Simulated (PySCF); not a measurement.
Vertical excitations of a molecule C₂H₈InN from TDA-PBE/def2-SVPD (PySCF), as energy in eV (oscillator strength): 4.30 (0.037), 4.98 (0.082), 5.14 (0.000), 5.52 (0.148), 5.72 (0.033), 5.88 (0.000), 6.07 (0.001), 6.13 (0.026), 6.26 (0.124), 6.61 (0.051). Lowest triplet (TDA): 3.81 eV. Geometry: B3LYP-D3(BJ)/def2-SVP. The def2 effective core potentials stand for the cores of In; spin–orbit coupling is left out. Other conformers were not sampled.

**Question.** Which structure fits?
A. C[CH2][InH][NH2]
B. [CH3][In]([CH3])[NH2]
C. C[N](C)[InH2]

**Answer.** B, [CH3][In]([CH3])[NH2]
